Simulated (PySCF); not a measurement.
A structure optimised at PBE0-D3(BJ)/def2-SVP, used in a PySCF frequency run:

```xyz
10

Al     0.0779     0.9054     0.0000
C     -1.5282     1.9768     0.0000
H     -2.1494     1.7597     0.8842
H     -2.1494     1.7597    -0.8842
H     -1.2959     3.0523     0.0000
N      0.0094    -0.8798     0.0000
C     -0.0711    -2.0773     0.0000
O     -0.1471    -3.2444     0.0000
O      1.6048     1.6471     0.0000
H      2.4512     1.1979     0.0000
```
Charge 0, spin multiplicity 1.

**Question.** Write its SMILES, formula and point group.

**Answer.** [CH3][Al]([OH])[N]=C=O, C2H4AlNO2, Cs

**Question.** What are its rotational constants (standard atomic weights)?

**Answer.** 5.7374, 1.3961, 1.1308 GHz
